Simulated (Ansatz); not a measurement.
`N[SiH2][GaH2]` + `CC1CO1` → `C[SiH2][GaH2]` + `NC1CO1` at 700 K and 1 bar (formal exchange of groups at the Si–N bond).

Computed with Ansatz on PBE0-D4/def2-TZVP structures; ΔE is electronic, products minus reactants. CBS: MP2 limit from def2 TZ/QZ plus the TZ coupled-cluster correction, frozen cores. For Ga outer-core shells are correlated without core-valence functions, which leaves a few kJ/mol of doubt a bond. Scalar relativity is left out up to krypton. Each species was taken in one conformer, which may not be the lowest.

| species | CCSD(T)/CBS energy (Eh) | H − E (kJ/mol) | S (J/(mol·K)) |
| --- | --- | --- | --- |
| `N[SiH2][GaH2]` | -2271.33200 | 219.3 | 446.0 |
| `CC1CO1` | -192.89474 | 282.1 | 366.0 |
| `C[SiH2][GaH2]` | -2255.26778 | 249.5 | 458.1 |
| `NC1CO1` | -208.93796 | 251.5 | 356.7 |

H − E and S are ideal-gas, rigid-rotor, harmonic terms from PBE0-D4/def2-TZVP, for one conformer and one mirror image of each species. 1 Eh = 2625.50 kJ/mol, R = 8.31446 J/(mol·K).

**Question.** By hand: ΔE, ΔH, ΔS and ΔG.

**Answer.** ΔE = (-2255.26778) + (-208.93796) − (-2271.33200) − (-192.89474) = 0.02100 Eh = 55.1 kJ/mol. Δ(H − E) = 249.5 + 251.5 − 219.3 − 282.1 = -0.4, so ΔH = 54.7 kJ/mol. ΔS = 458.1 + 356.7 − 446.0 − 366.0 = 2.8 J/(mol·K). ΔG = 54.7 − 700 × (2.8)/1000 = 52.7 kJ/mol.

**Question.** By hand: the equilibrium constant, and the temperature at which ΔG would vanish if ΔH and ΔS stayed fixed.

**Answer.** log₁₀ K = −ΔG/(RT ln 10) = -3.9. ΔG = 0 at ΔH/ΔS = 19536 K, far beyond where these terms or the molecules hold.

The number of gas molecules stays the same, so ΔS is small and ΔH decides. A doubt of 5 kJ/mol in ΔE shifts log₁₀ K by 0.4 here. Other conformers and mirror images would add mixing entropy, several J/(mol·K) or more a flexible species. Modes under 60 cm⁻¹, often nearly free rotors, make the harmonic entropy too high. These are equilibria of isolated gas molecules and say nothing of rates. Largest T1 diagnostic: 0.012 (customary marks: 0.02 for closed shells, 0.045 for open ones).
